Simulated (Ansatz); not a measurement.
What each rung costs, and what it gives

Saddle point of GeNH$_{7}$O, closed shell (GeNH₅ ([NH2][GeH3]) + H₂O → GeH₄O ([OH][GeH3]) + NH₃; bonds formed: Ge1–O7, N2–H6; bonds broken: Ge1–N2, H6–O7), PBE0-D4/def2-TZVP structure:

```
10
angstrom
Ge -0.6617 -0.6054 -0.3447
N 1.2070 0.0579 -0.0512
H -0.2165 -1.6666 -1.4304
H -1.2078 -1.4771 0.7903
H -1.5861 0.3084 -1.1702
H 0.6749 0.8219 0.6260
O -0.5848 0.9869 1.1220
H 1.8209 -0.6002 0.4124
H 1.6624 0.4076 -0.8842
H -1.1081 1.7664 0.9300
```

Barriers are electronic and count from the start structure reached by relaxing down the imaginary mode.

Computed with Ansatz 0.2.0 (basis: as named in each row); correlated methods freeze the cores. Filled d shells of the heavier atoms are correlated. The def2 sets are not built for correlating such inner shells, so the correlated values are less sure here. B3LYP uses VWN-RPA correlation. Extrapolation: Hartree–Fock as exp(−7.88 √X), correlation as X^−2.97.

Times are rough, for one single point on 4 threads of a shared host (Arm Neoverse V1).

The estimate by CCSD(T) at an estimated basis limit (MP2 extrapolated from triple and quadruple zeta, plus CCSD(T) − MP2 in triple zeta) is 28.67 kcal/mol.

```
      method       basis  time (s)  barrier (kcal/mol)  method less estimate
          HF      STO-3G   under 1               45.36                 16.69
       SPW92    def2-SVP   under 1               12.35                -16.32
      PBE-D4      STO-3G   under 1               10.04                -18.63
      PBE-D4    def2-SVP   under 1               18.55                -10.12
    B3LYP-D4       6-31G   under 1               12.89                -15.78
       SPW92  def2-TZVPP   under 1               16.10                -12.57
     PBE0-D4    def2-SVP   under 1               22.39                 -6.28
      PBE-D4  def2-TZVPP         1               21.89                 -6.77
     BLYP-D4  def2-TZVPP         1               24.32                 -4.35
    BHLYP-D4  def2-TZVPP         2               29.44                  0.77
     PBE0-D4  def2-TZVPP         2               24.88                 -3.79
    B3LYP-D4  def2-TZVPP         2               26.44                 -2.23
CAM-B3LYP-D4  def2-TZVPP         2               26.75                 -1.92
   r2SCAN-D4  def2-TZVPP         3               23.46                 -5.21
  r2SCAN0-D4  def2-TZVPP         3               25.73                 -2.94
     CCSD(T)    def2-SVP         3               28.00                 -0.67
      B2PLYP  def2-TZVPP         3               27.24                 -1.43
    PBE-QIDH  def2-TZVPP         3               26.57                 -2.10
  RPA on PBE  def2-TZVPP         4               27.47                 -1.20
     wB97M-V    def2-SVP         4               23.38                 -5.29
     wB97X-V  def2-TZVPP         6               26.74                 -1.93
      B97M-V  def2-TZVPP         6               26.05                 -2.62
     wB97M-V  def2-TZVPP         6               26.21                 -2.46
         MP2  def2-QZVPP        14               27.43                 -1.24
     CCSD(T)  def2-TZVPP        74               27.77                 -0.90
```

All methods are single points on the PBE0-D4 structures.

The T1 diagnostic stays at or below 0.012.

The step is the kind of ligand exchange by which a precursor binds to a hydroxyl group, or is hydrolysed, in atomic layer deposition of oxides.

Labels in which every atom is bracketed show which atoms are joined, not bond orders.
